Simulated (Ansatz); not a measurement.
Isolated molecules relaxed with PBE0-D4/def2-TZVP in Ansatz; ΔE leaves out vibrations. CCSD(T)/CBS adds triple-zeta CCSD(T) − MP2 to the extrapolated MP2 energy (def2 sets, frozen cores). This one scheme is used for every species. DFT in def2-TZVPP. For Ge outer-core shells are correlated without core-valence functions, which leaves a few kJ/mol of doubt a bond. Scalar relativity is left out up to krypton. Each species was taken in one conformer, which may not be the lowest.

Reaction (ligand exchange at a Ge–N bond): `F[SiH](F)[NH][GeH3]` + `[OH][GeH2][F]` → `[F][GeH2][O][GeH3]` + `N[SiH](F)F`

```tsv
level	ΔE (eV)
PBE-D4	-0.20
PBE0	-0.22
```

Problem. What does CCSD(T)/CBS give? (An estimate is asked.)

Solution. Ansatz gave: -0.23 eV. The listed levels differ from it by 0.03, 0.01 eV.

Largest T1 diagnostic among the species: 0.012.

In def2-TZVPP, CCSD(T) changes the Hartree–Fock value by +0.10 eV (the triples alone add +0.01 eV) and MP2 by +0.09 eV.
